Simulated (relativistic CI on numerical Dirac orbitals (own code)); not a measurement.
## Calculated levels, Sb XV

These numbers are calculated, not measured: Dirac-Coulomb-Breit CI, separate exchange-only KLI orbitals for each configuration, a model potential for QED, unscaled Slater integrals (own radial code, finite nucleus).

Configurations in the expansion (outside the closed core [Ar] 3d10): 4s²4p⁶4d, 4s²4p⁵4d², 4s²4p⁶4f, 4s4p⁶4d², 4s²4p⁶5s, 4s²4p⁵4d4f, 4s²4p⁶5p, 4s4p⁶4d4f, 4s²4p⁶5d, 4s²4p⁵4d5s, 4s²4p⁶5f, 4s²4p⁶6s, 4s²4p⁵4d5p, 4s²4p⁶6p, 4s²4p⁶5g, 4s²4p⁶6d, 4s4p⁶4d5s, 4s²4p⁵4d5d, 4s²4p⁶6f, 4s²4p⁶7s, 4p⁶4d³, 4p⁵4d⁴, 4p⁵4d³4f, 4p⁶4d4f², 4p⁵4d²4f², 4p⁶4f³, 4p⁶4f²5s, 4p⁵4d4f³, 4p⁶4f²5p, 4s4p⁶4f², 4s4p⁵4f³. Double excitations out of closed p, d and f shells are left out; levels of such configurations are missing from the list, as are those of other unlisted configurations, and high levels can miss mixing partners. These lack a partner that the ground configuration has and come out too high: 4s²4p⁵4d5s, 4s²4p⁵4d5p, 4s²4p⁵4d5d, 4s²4p⁶5d, 4s²4p⁶5f.

The lowest level is 4s²4p⁶4d ²D3/2, with 99 % of that term; Hund's rules for 4s²4p⁶4d give ²D with J = 3/2, in agreement.

| No. | Configuration | Term | J | E (cm⁻¹) | % | Landé g | Lifetime (s) | jj configuration (%) |
| --- | --- | --- | --- | --- | --- | --- | --- | --- |
| 1 | 4s²4p⁶4d | ²D | 3/2 | 0 | 99 | 0.798 |  | 4d3/2 (99) |
| 2 | 4s²4p⁶4d | ²D | 5/2 | 15101 | 99 | 1.199 | 2.69e-02 | 4d5/2 (99) |
| 3 | 4s²4p⁵4d² | ⁴D° | 1/2 | 552923 | 96 | 0.031 | 1.76e-07 | 4p3/2^3 4d3/2^2 (70) |
| 4 | 4s²4p⁵4d² | ⁴D° | 3/2 | 556318 | 84 | 1.142 | 5.98e-08 | 4p3/2^3 4d3/2^2 (64) |
| 5 | 4s²4p⁵4d² | ⁴D° | 5/2 | 563581 | 75 | 1.313 | 6.44e-08 | 4p3/2^3 4d3/2 4d5/2 (73) |
| 6 | 4s²4p⁵4d² | ⁴D° | 7/2 | 573672 | 64 | 1.334 | 7.55e-07 | 4p3/2^3 4d3/2 4d5/2 (70) |
| 7 | 4s²4p⁵4d² | ²F° | 5/2 | 579918 | 27 | 1.052 | 4.90e-09 | 4p3/2^3 4d3/2^2 (65) |
| 8 | 4s²4p⁵4d² | ⁴G° | 9/2 | 582295 | 78 | 1.192 | 6.51e-02 | 4p3/2^3 4d3/2 4d5/2 (94) |
| 9 | 4s²4p⁵4d² | ⁴G° | 7/2 | 582533 | 46 | 1.089 | 2.39e-08 | 4p3/2^3 4d3/2^2 (73) |
| 10 | 4s²4p⁵4d² | ⁴G° | 11/2 | 585431 | 96 | 1.266 | 1.13e+00 | 4p3/2^3 4d5/2^2 (63) |
| 11 | 4s²4p⁵4d² | ⁴P° | 5/2 | 590370 | 61 | 1.343 | 4.44e-08 | 4p3/2^3 4d3/2 4d5/2 (80) |
| 12 | 4s²4p⁵4d² | ⁴P° | 3/2 | 594244 | 39 | 1.339 | 4.01e-09 | 4p3/2^3 4d3/2 4d5/2 (62) |
| 13 | 4s²4p⁵4d² | ⁴P° | 3/2 | 596610 | 31 | 1.071 | 4.62e-10 | 4p3/2^3 4d3/2^2 (55) |
| 14 | 4s²4p⁵4d² | ⁴P° | 1/2 | 607015 | 64 | 2.068 | 1.89e-08 | 4p3/2^3 4d3/2 4d5/2 (84) |
| 15 | 4s²4p⁵4d² | ²G° | 7/2 | 607123 | 48 | 1.033 | 4.47e-09 | 4p3/2^3 4d3/2 4d5/2 (83) |
| 16 | 4s²4p⁵4d² | ²D° | 5/2 | 610161 | 62 | 1.089 | 1.14e-09 | 4p3/2^3 4d5/2^2 (75) |
| 17 | 4s²4p⁵4d² | ²F° | 7/2 | 611973 | 69 | 1.151 | 2.45e-10 | 4p3/2^3 4d5/2^2 (53) |
| 18 | 4s²4p⁵4d² | ⁴F° | 9/2 | 614011 | 67 | 1.263 | 1.82e-03 | 4p3/2^3 4d5/2^2 (71) |
| 19 | 4s²4p⁵4d² | ²F° | 5/2 | 615745 | 35 | 0.966 | 1.40e-10 | 4p3/2^3 4d3/2 4d5/2 (44) |
| 20 | 4s²4p⁵4d² | ²H° | 11/2 | 618856 | 96 | 1.096 | 1.31e-02 | 4p3/2^3 4d3/2 4d5/2 (63) |
| 21 | 4s²4p⁵4d² | ⁴D° | 7/2 | 622437 | 45 | 1.262 | 2.05e-08 | 4p3/2^3 4d3/2 4d5/2 (78) |
| 22 | 4s²4p⁵4d² | ⁴F° | 3/2 | 623713 | 34 | 1.031 | 3.55e-10 | 4p3/2^3 4d3/2 4d5/2 (69) |
| 23 | 4s²4p⁵4d² | ²P° | 1/2 | 630854 | 76 | 1.053 | 6.57e-10 | 4p3/2^3 4d5/2^2 (86) |
| 24 | 4s²4p⁵4d² | ⁴D° | 5/2 | 634815 | 30 | 1.028 | 2.19e-10 | 4p3/2^3 4d3/2 4d5/2 (65) |
| 25 | 4s²4p⁵4d² | ²H° | 9/2 | 643560 | 50 | 1.009 | 3.51e-03 | 4p3/2^3 4d3/2 4d5/2 (70) |
| 26 | 4s²4p⁵4d² | ²D° | 3/2 | 651156 | 43 | 0.907 | 8.71e-11 | 4p3/2^3 4d3/2 4d5/2 (44) |
| 27 | 4s²4p⁵4d² | ²F° | 5/2 | 657020 | 26 | 0.924 | 2.08e-10 | 4p1/2 4p3/2^4 4d3/2^2 (51) |
| 28 | 4s²4p⁵4d² | ⁴D° | 7/2 | 662438 | 35 | 1.179 | 3.02e-10 | 4p3/2^3 4d5/2^2 (67) |
| 29 | 4s²4p⁵4d² | ²F° | 5/2 | 669745 | 25 | 1.066 | 1.54e-10 | 4p1/2 4p3/2^4 4d3/2 4d5/2 (40) |
| 30 | 4s²4p⁵4d² | ²D° | 3/2 | 671313 | 39 | 1.170 | 7.74e-10 | 4p3/2^3 4d5/2^2 (58) |
| 31 | 4s²4p⁵4d² | ⁴D° | 1/2 | 677933 | 75 | 0.330 | 4.72e-11 | 4p1/2 4p3/2^4 4d3/2^2 (37) |
| 32 | 4s²4p⁵4d² | ²G° | 7/2 | 678691 | 33 | 1.064 | 2.57e-09 | 4p1/2 4p3/2^4 4d3/2 4d5/2 (81) |
| 33 | 4s²4p⁵4d² | ⁴S° | 3/2 | 692657 | 38 | 1.511 | 4.30e-11 | 4p1/2 4p3/2^4 4d3/2 4d5/2 (36) |
| 34 | 4s²4p⁵4d² | ²G° | 9/2 | 695414 | 57 | 1.116 | 8.24e-05 | 4p1/2 4p3/2^4 4d3/2 4d5/2 (67) |
| 35 | 4s²4p⁶4f | ²F° | 7/2 | 697609 | 40 | 1.176 | 5.66e-10 | 4f7/2 (40) |
| 36 | 4s²4p⁵4d² | ²F° | 5/2 | 702829 | 45 | 1.013 | 9.23e-11 | 4p1/2 4p3/2^4 4d3/2 4d5/2 (68) |
| 37 | 4s²4p⁵4d² | ²P° | 3/2 | 703642 | 33 | 1.199 | 9.75e-10 | 4p1/2 4p3/2^4 4d3/2 4d5/2 (62) |
| 38 | 4s²4p⁵4d² | ²S° | 1/2 | 705693 | 67 | 1.834 | 7.46e-10 | 4p1/2 4p3/2^4 4d3/2 4d5/2 (77) |
| 39 | 4s²4p⁵4d² | ²G° | 7/2 | 714933 | 67 | 0.996 | 1.06e-10 | 4p1/2 4p3/2^4 4d5/2^2 (51) |
| 40 | 4s²4p⁵4d² | ²P° | 3/2 | 723818 | 44 | 1.413 | 8.62e-10 | 4p1/2 4p3/2^4 4d5/2^2 (77) |
| 41 | 4s²4p⁵4d² | ²G° | 9/2 | 725939 | 59 | 1.052 | 7.43e-05 | 4p1/2 4p3/2^4 4d5/2^2 (63) |
| 42 | 4s²4p⁵4d² | ²D° | 5/2 | 731136 | 48 | 1.114 | 5.58e-09 | 4p1/2 4p3/2^4 4d5/2^2 (88) |
| 43 | 4s²4p⁶5s | ²S | 1/2 | 756823 | 99 | 2.001 | 8.22e-08 | 5s (99) |
| 44 | 4s²4p⁵4d² | ²P° | 1/2 | 769921 | 91 | 0.675 | 4.59e-11 | 4p1/2 4p3/2^4 4d5/2^2 (83) |
| 45 | 4s²4p⁵4d² | ²P° | 1/2 | 820031 | 97 | 0.665 | 1.35e-12 | 4p1/2 4p3/2^4 4d3/2^2 (51) |

Energies count from the lowest computed level; ° marks odd parity; lifetimes are radiative, by E1, M1, E2, M2, E3 decay to levels of this space only. Filled j subshells are mostly left out of the jj labels.

The mean weight of the leading LS term, summed over parents, in these 45 levels is 59 %, and that of the leading jj configuration (from the same eigenvectors) 68 %.

At this charge energies of transitions that change n are usually good to better than 1 %, and those within a shell (Δn = 0) to a few per cent. Levels and lines within the n = 5 or 6 shells can be off by up to 10 % or somewhat more, and those that change n by about 2 %, since core polarisation is missing.

LS names give the leading component of a level, which can be under half, so a name can repeat, a term be missing and a line seem to break the LS rules.
